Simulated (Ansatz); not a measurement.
Consider the cleavage of the Ge–Ga bond: `[F][GeH2][GaH2]` + `BCS` → `BC[S][GeH2][F]` + `[GaH3]`.

Isolated molecules relaxed with PBE0-D4/def2-TZVP in Ansatz; ΔE leaves out vibrations. CBS: MP2 limit from def2 TZ/QZ plus the TZ coupled-cluster correction, frozen cores. DFT in def2-TZVPP. B3LYP here is the variant with VWN-RPA as its local correlation; programs differ in this. For Ga, Ge outer-core shells are correlated without core-valence functions, which leaves a few kJ/mol of doubt a bond. Scalar relativity is left out up to krypton. One conformer a species, not always the lowest.

```json
{"level": "PBE0-D4", "ΔE (kJ/mol)": "-21.5", "difference from CCSD(T)/CBS": "2.6"}
{"level": "PBE", "ΔE (kJ/mol)": "-15.5", "difference from CCSD(T)/CBS": "8.6"}
{"level": "PBE0", "ΔE (kJ/mol)": "-18.5", "difference from CCSD(T)/CBS": "5.6"}
{"level": "B3LYP", "ΔE (kJ/mol)": "-15.9", "difference from CCSD(T)/CBS": "8.2"}
{"level": "MP2/def2-TZVPP", "ΔE (kJ/mol)": "-31.8", "difference from CCSD(T)/CBS": "-7.7"}
{"level": "CCSD(T)/def2-TZVPP", "ΔE (kJ/mol)": "-24.8", "difference from CCSD(T)/CBS": "-0.7"}
{"level": "SCS-MP2/def2-QZVPP", "ΔE (kJ/mol)": "-29.8", "difference from CCSD(T)/CBS": "-5.7"}
{"level": "HF/CBS(def2)", "ΔE (kJ/mol)": "-27.3", "difference from CCSD(T)/CBS": "-3.2"}
{"level": "MP2/CBS(def2)", "ΔE (kJ/mol)": "-31.2", "difference from CCSD(T)/CBS": "-7.1"}
{"level": "CCSD/CBS(def2)", "ΔE (kJ/mol)": "-22.0", "difference from CCSD(T)/CBS": "2.1"}
{"level": "CCSD(T)/CBS", "ΔE (kJ/mol)": "-24.1", "difference from CCSD(T)/CBS": "0"}
```

Largest T1 diagnostic among the species: 0.013.

From PBE to PBE0 (25 % exact exchange), in def2-TZVPP and without D4, ΔE moves by −3.0 kJ/mol. The D4 term adds −5.5 kJ/mol with B3LYP and −3.1 kJ/mol with PBE0; it sums over pairs of atoms, weighted by their polarisabilities, and B3LYP, whose exchange is more repulsive, gets the larger term.
